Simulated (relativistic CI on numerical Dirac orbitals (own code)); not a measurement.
A reference radial Dirac CI calculation of Yb IV gave the lowest total energy -14042.53362 Ha in 14 SCF steps, from this input:

```
atom Yb  Z=70  charge=3  electrons=67
nucleus A=174  rms_radius_fm=5.3108
hamiltonian dirac-coulomb  breit=on  qed=on  c_scale=1
orbitals kli  potential=per-configuration
slater_scale 1
correlation none
mixing on
grid step=0.0125 r_max=50.3
scf mixing=0.4 start=green max_iterations=150 tolerance=2e-08 node_fill=0.05
configurations
  [Xe] 4f13
end
```

One setting was then changed, and the output read:

```
SCF 1: [Xe] 4f13
 iter      energy (Ha)   residual   last orbital (Ha)
    1    -14484.228094   3.99e+00     -4.96718
    2    -14544.351469   9.66e-01     -2.97164
    3    -14546.781741   3.23e-01     -2.51704
    4    -14547.420433   2.24e-01     -2.51179
    5    -14547.564811   3.92e-02     -2.38708
    6    -14547.579277   9.16e-03     -2.40258
    7    -14547.577713   8.42e-04     -2.40703
    8    -14547.577360   6.21e-04     -2.40684
    9    -14547.577593   2.40e-04     -2.40692
   10    -14547.577542   2.22e-05     -2.40688
   11    -14547.577538   1.89e-06     -2.40687
   12    -14547.577538   9.53e-08     -2.40687
   13    -14547.577538   1.55e-08     -2.40687
orbital energies (Ha): 4p3/2 -13.7169  4d3/2 -8.4587  4d5/2 -7.9321  5s -3.8197  5p1/2 -2.8501  5p3/2 -2.4069  4f5/2 -1.6715  4f7/2 -1.5958
configuration averages (Ha): Dirac-Coulomb, Breit, QED
  4f13                        -14547.577538   23.288957   13.917336
levels: no., configuration, term, J, E (cm-1), weight
   1 4f13                   2F*  7/2              0.0  1.00
   2 4f13                   2F*  5/2          15014.2  1.00
lowest total energy -14510.400562 Ha
end: converged
```

Task: Which setting was changed?
A. speed of light
B. SCF mixing
C. configuration list
D. grid step

Result: A. The speed of light × 0.8.
